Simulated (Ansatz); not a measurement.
# A family of molecules: the HOMO–LUMO gap

All atoms of one element are swapped for its congeners: SiHF3 `F[SiH](F)F`; SiHCl3 (trichlorosilane) `Cl[SiH](Cl)Cl`; SiHBr3 `Br[SiH](Br)Br`; SiHI3 (triiodosilane) `I[SiH](I)I`. All are singlets with charge 0.

Shapes, held fixed at every level: PBE0-D4/def2-TZVP. Programs: Ansatz 0.2.0. Values in eV.

Problem. How should the HOMO–LUMO gap change along the series?

Solution. At wB97X-V/def2-TZVPP the HOMO–LUMO gap falls at every step, from 16.84 to 9.81 eV. Every level shows the same order. For atoms past krypton def2 sets carry core potentials with scalar relativity. Relativity is left out for Br unless named. Orbital gaps aren't excitation energies, and the LUMO depends on the basis.

```json
{"level": "SPW92/def2-TZVPP", "SiHF3": "9.52", "SiHCl3": "6.77", "SiHBr3": "5.26", "SiHI3": "3.67"}
{"level": "PBE-D4/def2-TZVPP", "SiHF3": "9.69", "SiHCl3": "6.89", "SiHBr3": "5.36", "SiHI3": "3.74"}
{"level": "r2SCAN-D4/def2-TZVPP", "SiHF3": "10.66", "SiHCl3": "7.67", "SiHBr3": "6.00", "SiHI3": "4.24"}
{"level": "PBE0-D4/def2-TZVPP", "SiHF3": "12.25", "SiHCl3": "9.33", "SiHBr3": "7.52", "SiHI3": "5.61"}
{"level": "r2SCAN0-D4/def2-TZVPP", "SiHF3": "12.89", "SiHCl3": "9.82", "SiHBr3": "7.92", "SiHI3": "5.91"}
{"level": "wB97M-V/def2-TZVPP", "SiHF3": "16.26", "SiHCl3": "13.62", "SiHBr3": "11.64", "SiHI3": "9.47"}
{"level": "wB97X-V/def2-TZVPP", "SiHF3": "16.84", "SiHCl3": "14.04", "SiHBr3": "12.01", "SiHI3": "9.81"}
```
